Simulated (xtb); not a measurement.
Cl2Hg, triplet, from a rough starting geometry (GFN-xTB shapes and energies of metal compounds can be far from the true ones) (a higher spin typed on purpose: for a closed-shell molecule this is an excited state); xtb with GFN2-xTB.

Input for xtb:
```
$ xtb mol.xyz --gfn 2 --uhf 2 --opt vtight --json

# file mol.xyz
3

Hg     0.00402376     0.01357746    -0.02019516
Cl     1.67131574     0.40264515    -1.56072441
Cl    -1.66832259    -0.39062848     1.60042283
```

What the program printed (banner, timings and long lists left out):

```
   ID    Z sym.   atoms
    1   80 Hg     1
    2   17 Cl     2, 3

           -------------------------------------------------
          |                Calculation Setup                |
           -------------------------------------------------

           -------------------------------------------------
          |                 G F N 2 - x T B                 |
           -------------------------------------------------

          ...................................................
          :                      SETUP                      :
          :.................................................:
          :  # basis functions                  24          :
          :  # atomic orbitals                  22          :
          :  # shells                            8          :
          :  # electrons                        16          :
          :  max. iterations                   250          :
          :  Hamiltonian                  GFN2-xTB          :
          :  restarted?                      false          :
          :  GBSA solvation                  false          :
          :  PC potential                    false          :
          :  electronic temp.          300.0000000     K    :
          :  accuracy                    1.0000000          :
          :  -> integral cutoff          0.2500000E+02      :
          :  -> integral neglect         0.1000000E-07      :
          :  -> SCF convergence          0.1000000E-05 Eh   :
          :  -> wf. convergence          0.1000000E-03 e    :
          :  Broyden damping             0.4000000          :
          :  net charge                          0          :
          :  unpaired electrons                  2          :
          ...................................................

 iter      E             dE          RMSdq      gap      omega  full diag
   1     -9.7872459 -0.978725E+01  0.684E+00    5.14       0.0  T
   2     -9.7447008  0.425451E-01  0.579E+00    5.20       1.0  T
   3     -9.7086881  0.360127E-01  0.645E+00    5.16       1.0  T
   4     -9.7296831 -0.209950E-01  0.505E+00    5.18       1.0  T
   5     -9.7888337 -0.591507E-01  0.152E+00    5.17       1.0  T
   6     -9.7924141 -0.358041E-02  0.524E-01    5.17       1.0  T
   7     -9.7916843  0.729784E-03  0.627E-01    5.17       1.0  T
   8     -9.7832875  0.839682E-02  0.186E+00    5.18       1.0  T
   9     -9.7911267 -0.783917E-02  0.760E-01    5.18       1.0  T
[...]
 * total energy  :    -9.8600268 Eh     change       -0.8255887E-04 Eh
 * total energy  :    -9.8601611 Eh     change       -0.1343464E-03 Eh
 * total energy  :    -9.8604274 Eh     change       -0.2662905E-03 Eh
 * total energy  :    -9.8608471 Eh     change       -0.4197024E-03 Eh
 * total energy  :    -9.8619170 Eh     change       -0.1069930E-02 Eh
 * total energy  :    -9.8651107 Eh     change       -0.3193668E-02 Eh
 * total energy  :    -9.8683158 Eh     change       -0.3205122E-02 Eh
 * total energy  :    -9.8682028 Eh     change        0.1130276E-03 Eh
 * total energy  :    -9.8684775 Eh     change       -0.2747318E-03 Eh
 * total energy  :    -9.8684789 Eh     change       -0.1422626E-05 Eh
 * total energy  :    -9.8684863 Eh     change       -0.7333351E-05 Eh
 * total energy  :    -9.8684863 Eh     change       -0.9451973E-08 Eh
   *** GEOMETRY OPTIMIZATION CONVERGED AFTER 36 ITERATIONS ***
         :: total energy              -9.868486289731 Eh    ::
[...]
        18                          0.0005972               0.0163
        19                          0.0008899               0.0242
        20                          0.0017105               0.0465
       ...                                ...                  ...
        22                          0.1790535               4.8723
      -------------------------------------------------------------
                  HL-Gap            0.2917808 Eh            7.9398 eV
             Fermi-level           -0.3498173 Eh           -9.5190 eV

     #   Z          covCN         q      C6AA      α(0)
     1  80 Hg       1.369     0.148   291.170    29.605
     2  17 Cl       1.125    -0.074   101.481    15.412
     3  17 Cl       1.125    -0.074   101.481    15.412

 Mol. C6AA /au·bohr⁶  :       1381.081296
 Mol. C8AA /au·bohr⁸  :      90430.247344
 Mol. α(0) /au        :         60.429089

Wiberg/Mayer (AO) data.
largest (>0.10) Wiberg bond orders for each atom

 ---------------------------------------------------------------------------
     #   Z sym  total        # sym  WBO       # sym  WBO       # sym  WBO
 ---------------------------------------------------------------------------
     1  80 Hg   0.918 --     3 Cl   0.459     2 Cl   0.459
     2  17 Cl   1.100 --     3 Cl   0.641     1 Hg   0.459
     3  17 Cl   1.100 --     2 Cl   0.641     1 Hg   0.459
 ---------------------------------------------------------------------------

Topologies differ in total number of bonds
Writing topology from bond orders to xtbtopo.mol

molecular dipole:
                 x           y           z       tot (Debye)
 q only:       -0.489       0.058      -0.478
   full:       -0.595       0.070      -0.581       2.122
molecular quadrupole (traceless):
                xx          xy          yy          xz          yz          zz
 q only:        0.061      -0.277      -0.081       1.464       0.065       0.020
  q+dip:        0.232      -0.384      -0.393       2.191       0.023       0.161
   full:       -0.033      -0.229       0.095       1.098       0.087      -0.062

optimized geometry written to: xtbopt.xyz

           -------------------------------------------------
          | TOTAL ENERGY               -9.868486289731 Eh   |
          | GRADIENT NORM               0.000002287841 Eh/α |
          | HOMO-LUMO GAP               7.939758599660 eV   |
           -------------------------------------------------

normal termination of xtb
```
